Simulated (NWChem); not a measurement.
The numbers come from NWChem runs, not from measurements. System: CH6HfO, charge 1, spin multiplicity 2, at the geometry of a parent with another charge or spin, in a state set for the comparison that need not be this species' ground state. Its SCF solution wasn't tested for a lower state. Level: UHF/def2-SVPD with def2 effective core potentials on Hf.

Input file:

```
start mol
memory heap 200 mb stack 800 mb global 1000 mb
charge 1
geometry units angstroms nocenter noautoz
  Hf     0.335262    -0.345752     0.000000
  O     -0.987383     1.017252     0.000000
  C     -1.961463     2.024067     0.000000
  H     -1.486667     3.019598     0.000000
  H     -2.600705     1.941063    -0.895057
  H     -2.600705     1.941063     0.895057
  H     -0.533933    -1.995651     0.000000
  H      1.375492    -0.147181     1.535433
  H      1.375492    -0.147181    -1.535433
  symmetry group Cs
end
basis spherical
  * library def2-svpd
end
ecp
  Hf library def2-ecp
end
scf
  uhf
  nopen 1
  maxiter 100
  thresh 1e-7
  semidirect memsize 60000000 filesize 0
  # guess.movecs holds the orbitals of an unrestricted PBE0 run
  vectors input guess.movecs output mol.movecs
end
task scf energy
```

Output (cleaned and shortened):

```
             Northwest Computational Chemistry Package (NWChem) 7.3.0
             --------------------------------------------------------

                                NWChem Input Module
                                -------------------

 Scaling coordinates for geometry "geometry" by  1.889725989
 (inverse scale =  0.529177249)

 Turning off AUTOSYM since
 SYMMETRY directive was detected!

                             Geometry "geometry" -> ""
                             -------------------------

 Output coordinates in angstroms (scale by  1.889725989 to convert to a.u.)

  No.       Tag          Charge          X              Y              Z
 ---- ---------------- ---------- -------------- -------------- --------------
    1 Hf                  72.0000     0.33526200    -0.34575200     0.00000000
    2 O                    8.0000    -0.98738300     1.01725200     0.00000000
    3 C                    6.0000    -1.96146300     2.02406700     0.00000000
    4 H                    1.0000    -1.48666700     3.01959800     0.00000000
    5 H                    1.0000    -2.60070500     1.94106300    -0.89505700
    6 H                    1.0000    -2.60070500     1.94106300     0.89505700
    7 H                    1.0000    -0.53393300    -1.99565100     0.00000000
    8 H                    1.0000     1.37549200    -0.14718100     1.53543300
    9 H                    1.0000     1.37549200    -0.14718100    -1.53543300

 Effective nuclear repulsion energy (a.u.)     362.6433243690

            Nuclear Dipole moment (a.u.)
            ----------------------------
        X                 Y               Z
 ---------------- ---------------- ----------------
    -0.0000075589    -0.0000283459     0.0000000000

      Symmetry information
      --------------------

 Group name             Cs
 Group number              2
 Group order               2
 No. of unique centers     7

      Symmetry unique atoms

     1    2    3    4    5    7    8


 Summary of "ao basis" -> "" (spherical)
 ------------------------------------------------------------------------------
       Tag                 Description            Shells   Functions and Types
 ---------------- ------------------------------  ------  ---------------------
 *                         def2-svpd                  on all atoms

 Summary of "ao basis" -> "ao basis" (spherical)
 ------------------------------------------------------------------------------
       Tag                 Description            Shells   Functions and Types
 ---------------- ------------------------------  ------  ---------------------
 Hf                        def2-svpd                13       35   6s4p2d1f
 O                         def2-svpd                 9       23   4s3p2d
 C                         def2-svpd                 8       20   4s2p2d
 H                         def2-svpd                 4        8   2s2p

                                 NWChem SCF Module
                                 -----------------

  ao basis        = "ao basis"
  functions       =   126
  atoms           =     9
  alpha electrons =    16
  beta  electrons =    15
  charge          =   1.00
  wavefunction    = UHF
  use symmetry    = T
  symmetry adapt  = T

 Summary of "ao basis" -> "ao basis" (spherical)
 ------------------------------------------------------------------------------
       Tag                 Description            Shells   Functions and Types
 ---------------- ------------------------------  ------  ---------------------
 Hf                        def2-svpd                13       35   6s4p2d1f
 O                         def2-svpd                 9       23   4s3p2d
 C                         def2-svpd                 8       20   4s2p2d
 H                         def2-svpd                 4        8   2s2p

      Symmetry analysis of basis
      --------------------------

        a'         82
        a"         44

 Forming initial guess at       0.1s

   Symmetry analysis of molecular orbitals - initial alpha
   -------------------------------------------------------

  Numbering of irreducible representations:

     1 a'          2 a"

  Orbital symmetries:

     1 a'          2 a'          3 a'          4 a'          5 a'
     6 a"          7 a'          8 a'          9 a'         10 a'
    11 a"         12 a'         13 a'         14 a"         15 a'
    16 a"         17 a"         18 a'         19 a'         20 a'
    21 a"         22 a'         23 a'         24 a'         25 a'
    26 a'

   Symmetry analysis of molecular orbitals - initial beta
   ------------------------------------------------------

  Numbering of irreducible representations:

     1 a'          2 a"

  Orbital symmetries:

     1 a'          2 a'          3 a'          4 a'          5 a'
     6 a"          7 a'          8 a'          9 a'         10 a"
    11 a'         12 a'         13 a"         14 a'         15 a"
    16 a'         17 a"         18 a'         19 a'         20 a'
    21 a"         22 a'         23 a'         24 a'         25 a'
    26 a"

 Starting SCF solution at       0.2s

 ----------------------------------------------
         Quadratically convergent UHF

 Convergence threshold     :          1.000E-07
 Maximum no. of iterations :          100
 Integral*density screening:          1.000E-09
 ----------------------------------------------

              iter       energy          gnorm     gmax       time
             ----- ------------------- --------- --------- --------
                 1     -163.2049580988  4.28D-01  6.76D-02      3.6
  ga_iter_lsolve: convergence stagnant ... aborting solve
[...]
     5      0.340735  1 Hf s                 41      0.255735  2 O  py
    40      0.244575  2 O  px                79     -0.237783  4 H  s
    44      0.213512  2 O  py                43      0.194076  2 O  px
    64     -0.175873  3 C  py               111      0.174666  8 H  s
   119      0.174666  9 H  s                  3     -0.173237  1 Hf s

 Vector   16  Occ=1.000000D+00  E=-6.102035D-01  Symmetry=a"
              MO Center=  7.4D-01,  6.8D-02, -4.0D-11, r^2= 3.9D+00
   Bfn.  Coefficient  Atom+Function         Bfn.  Coefficient  Atom+Function
  ----- ------------  ---------------      ----- ------------  ---------------
    22      0.331096  1 Hf d  1             111     -0.283492  8 H  s
   119      0.283492  9 H  s                  9      0.237697  1 Hf pz
   112     -0.218239  8 H  s                120      0.218239  9 H  s
    42     -0.191715  2 O  pz                18     -0.165986  1 Hf pz
    45     -0.161158  2 O  pz

 Vector   17  Occ=0.000000D+00  E=-1.719266D-01  Symmetry=a"
              MO Center=  6.4D-02, -1.0D+00, -2.0D-11, r^2= 3.4D+00
   Bfn.  Coefficient  Atom+Function         Bfn.  Coefficient  Atom+Function
  ----- ------------  ---------------      ----- ------------  ---------------
    20      0.551111  1 Hf d -1              18     -0.256304  1 Hf pz
    15     -0.253427  1 Hf pz                22     -0.250967  1 Hf d  1
    25      0.241164  1 Hf d -1               9      0.165524  1 Hf pz
   110     -0.164926  7 H  pz

 Vector   18  Occ=0.000000D+00  E=-1.587335D-01  Symmetry=a'
              MO Center=  4.7D-01, -1.2D+00,  3.0D-11, r^2= 3.8D+00
   Bfn.  Coefficient  Atom+Function         Bfn.  Coefficient  Atom+Function
  ----- ------------  ---------------      ----- ------------  ---------------
    39      0.530753  2 O  s                 19     -0.461096  1 Hf d -2
    17     -0.432084  1 Hf py                23     -0.315912  1 Hf d  2
    14     -0.313748  1 Hf py                16      0.238414  1 Hf px
    13      0.196989  1 Hf px                28     -0.180900  1 Hf d  2

 Vector   19  Occ=0.000000D+00  E=-1.298829D-01  Symmetry=a'
              MO Center=  6.6D-01, -4.8D-01,  2.6D-10, r^2= 5.2D+00
   Bfn.  Coefficient  Atom+Function         Bfn.  Coefficient  Atom+Function
  ----- ------------  ---------------      ----- ------------  ---------------
    21     -0.572310  1 Hf d  0              13      0.549979  1 Hf px
    39      0.472593  2 O  s                 16      0.394748  1 Hf px
     6     -0.329040  1 Hf s                 26     -0.222119  1 Hf d  0
    47     -0.218706  2 O  py

                     UHF Final Beta Molecular Orbital Analysis
                     -----------------------------------------

 Vector   13  Occ=1.000000D+00  E=-6.393427D-01  Symmetry=a"
              MO Center= -1.4D+00,  1.3D+00,  4.5D-13, r^2= 2.9D+00
   Bfn.  Coefficient  Atom+Function         Bfn.  Coefficient  Atom+Function
  ----- ------------  ---------------      ----- ------------  ---------------
    42      0.400834  2 O  pz                45      0.321079  2 O  pz
    65     -0.303367  3 C  pz                87      0.249221  5 H  s
    95     -0.249221  6 H  s                 22      0.210387  1 Hf d  1
    68     -0.171078  3 C  pz

 Vector   14  Occ=1.000000D+00  E=-6.294681D-01  Symmetry=a'
              MO Center=  1.4D-01,  4.6D-01,  2.0D-11, r^2= 4.9D+00
   Bfn.  Coefficient  Atom+Function         Bfn.  Coefficient  Atom+Function
  ----- ------------  ---------------      ----- ------------  ---------------
     5      0.529538  1 Hf s                  3     -0.276977  1 Hf s
   111      0.216134  8 H  s                119      0.216134  9 H  s
    41      0.203958  2 O  py                79     -0.181777  4 H  s
    40      0.178159  2 O  px                44      0.172914  2 O  py
     2      0.169790  1 Hf s                 21      0.154556  1 Hf d  0

 Vector   15  Occ=1.000000D+00  E=-6.000519D-01  Symmetry=a"
              MO Center=  9.1D-01, -4.5D-02,  1.8D-11, r^2= 3.4D+00
   Bfn.  Coefficient  Atom+Function         Bfn.  Coefficient  Atom+Function
  ----- ------------  ---------------      ----- ------------  ---------------
    22      0.367418  1 Hf d  1             111     -0.285225  8 H  s
   119      0.285225  9 H  s                  9      0.238431  1 Hf pz
   112     -0.212960  8 H  s                120      0.212960  9 H  s
    18     -0.188324  1 Hf pz                42     -0.150488  2 O  pz

 Vector   16  Occ=0.000000D+00  E=-3.108281D-01  Symmetry=a'
              MO Center= -3.0D-01, -1.6D+00, -3.0D-12, r^2= 2.0D+00
   Bfn.  Coefficient  Atom+Function         Bfn.  Coefficient  Atom+Function
  ----- ------------  ---------------      ----- ------------  ---------------
   103      0.329084  7 H  s                104      0.254897  7 H  s
     5      0.219686  1 Hf s                 17     -0.220638  1 Hf py
    19      0.206318  1 Hf d -2              21     -0.199927  1 Hf d  0
    23     -0.175732  1 Hf d  2               8      0.170170  1 Hf py

 Vector   17  Occ=0.000000D+00  E=-1.613328D-01  Symmetry=a"
              MO Center=  1.0D-01, -9.9D-01,  2.2D-11, r^2= 3.6D+00
   Bfn.  Coefficient  Atom+Function         Bfn.  Coefficient  Atom+Function
  ----- ------------  ---------------      ----- ------------  ---------------
    20      0.562188  1 Hf d -1              15     -0.297675  1 Hf pz
    25      0.275042  1 Hf d -1              22     -0.263230  1 Hf d  1
    18     -0.254013  1 Hf pz                 9      0.161703  1 Hf pz

 Vector   18  Occ=0.000000D+00  E=-1.472095D-01  Symmetry=a'
              MO Center=  6.1D-01, -1.1D+00, -2.1D-11, r^2= 4.1D+00
   Bfn.  Coefficient  Atom+Function         Bfn.  Coefficient  Atom+Function
  ----- ------------  ---------------      ----- ------------  ---------------
    39      0.532095  2 O  s                 19     -0.481042  1 Hf d -2
    17     -0.442984  1 Hf py                14     -0.376168  1 Hf py
    23     -0.284679  1 Hf d  2              16      0.236770  1 Hf px
    13      0.230352  1 Hf px                28     -0.188894  1 Hf d  2

 center of mass
 --------------
 x =   0.14564602 y =  -0.15021036 z =   0.00000000

 moments of inertia (a.u.)
 ------------------
         403.820590660006         347.424862095976           0.000000000000
         347.424862095976         382.265364933179           0.000000000000
           0.000000000000           0.000000000000         740.613476586728

  Mulliken analysis of the total density
  --------------------------------------

    Atom       Charge   Shell Charges
 -----------   ------   -------------------------------------------------------
    1 Hf  12    10.65   0.03 -0.30  1.78  0.49  0.78  0.09  5.57  0.46  0.02  0.24  1.32  0.07  0.10
    2 O    8     8.77   1.99  1.04  0.77  0.02  2.85  2.10 -0.10  0.01  0.08
    3 C    6     5.41   1.99  0.88 -0.14 -0.02  1.95  0.64  0.06  0.03
    4 H    1     0.97   0.75  0.15  0.03  0.04
    5 H    1     0.97   0.76  0.15  0.02  0.04
    6 H    1     0.97   0.76  0.15  0.02  0.04
    7 H    1     0.89   0.60  0.30  0.01 -0.01
    8 H    1     1.19   0.69  0.48  0.01  0.00
    9 H    1     1.19   0.69  0.48  0.01  0.00

  Mulliken analysis of the alpha density
  --------------------------------------

    Atom       Charge   Shell Charges
 -----------   ------   -------------------------------------------------------
    1 Hf  12     5.36   0.02 -0.15  0.89  0.25  0.38  0.05  2.79  0.23  0.01  0.10  0.71  0.03  0.05
    2 O    8     4.36   1.00  0.52  0.38  0.01  1.42  1.05 -0.06  0.00  0.04
    3 C    6     2.70   0.99  0.44 -0.07 -0.01  0.98  0.32  0.03  0.02
    4 H    1     0.48   0.38  0.07  0.01  0.02
    5 H    1     0.49   0.38  0.07  0.01  0.02
    6 H    1     0.49   0.38  0.07  0.01  0.02
    7 H    1     0.90   0.59  0.31  0.00 -0.01
    8 H    1     0.61   0.36  0.25  0.00  0.00
    9 H    1     0.61   0.36  0.25  0.00  0.00

   Mulliken analysis of the beta density
   -------------------------------------

    Atom       Charge   Shell Charges
 -----------   ------   -------------------------------------------------------
    1 Hf  12     5.30   0.02 -0.15  0.89  0.24  0.40  0.05  2.78  0.23  0.01  0.14  0.61  0.05  0.04
    2 O    8     4.40   1.00  0.52  0.38  0.02  1.43  1.05 -0.03  0.00  0.04
    3 C    6     2.70   0.99  0.44 -0.07 -0.01  0.98  0.32  0.03  0.02
    4 H    1     0.48   0.38  0.07  0.01  0.02
    5 H    1     0.49   0.38  0.07  0.01  0.02
    6 H    1     0.49   0.38  0.07  0.01  0.02
    7 H    1    -0.01   0.01 -0.01  0.00 -0.01
    8 H    1     0.57   0.34  0.23  0.00  0.00
    9 H    1     0.57   0.34  0.23  0.00  0.00

   Mulliken analysis of the spin density
   -------------------------------------

    Atom       Charge   Shell Charges
 -----------   ------   -------------------------------------------------------
    1 Hf  12     0.06  -0.00  0.00 -0.00  0.00 -0.02 -0.00  0.01  0.00  0.00 -0.04  0.10 -0.02  0.01
    2 O    8    -0.04  -0.00 -0.00  0.00 -0.01 -0.00  0.00 -0.03  0.00  0.00
    3 C    6     0.00  -0.00 -0.00 -0.00 -0.00 -0.00  0.00  0.00  0.00
    4 H    1     0.00   0.00 -0.00 -0.00 -0.00
    5 H    1     0.00   0.00 -0.00  0.00  0.00
    6 H    1     0.00   0.00 -0.00  0.00  0.00
    7 H    1     0.90   0.58  0.31  0.00  0.00
    8 H    1     0.04   0.02  0.02  0.00 -0.00
    9 H    1     0.04   0.02  0.02  0.00 -0.00

       Multipole analysis of the density wrt the origin
       ------------------------------------------------

     L   x y z        total         alpha         beta         nuclear
     -   - - -        -----         -----         ----         -------
     0   0 0 0      1.000000    -16.000000    -15.000000     32.000000

     1   1 0 0     -0.910465     18.902123     18.200619    -38.013206
     1   0 1 0     -1.461257    -18.658860    -22.004961     39.202564
     1   0 0 1     -0.000000      0.000000     -0.000000      0.000000

     2   2 0 0    -23.162901   -105.415113   -103.581633    185.833845
     2   1 1 0     -2.476397     81.468120     84.509350   -168.453866
     2   1 0 1      0.000000      0.000000     -0.000000      0.000000
     2   0 2 0    -15.449015   -112.234396    -99.528167    196.313548
     2   0 1 1     -0.000000     -0.000000      0.000000      0.000000
     2   0 0 2    -28.255578    -26.001379    -24.813909     22.559710

 Task  times  cpu:       24.6s     wall:       24.6s

 Total times  cpu:       24.7s     wall:       24.7s
```
